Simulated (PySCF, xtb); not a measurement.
N,N-disilylpropan-2-amine (C₃H₁₃NSi₂), SMILES CC(C)N([SiH3])[SiH3].

xtb 6.7.1 with GFN2-xTB at its own geometry gives an orbital gap of 4.63 eV and a dipole moment of 0.87 D.

The structure is a stationary point at B3LYP-D3(BJ)/def2-SVP. Other conformers were not sampled.

What does PySCF with PBE/def2-TZVP give? (An estimate is asked for; the answer gives what the named calculation found.)

gap 5.01 eV (levels -5.66 and -0.65 eV), dipole 1.20 D.
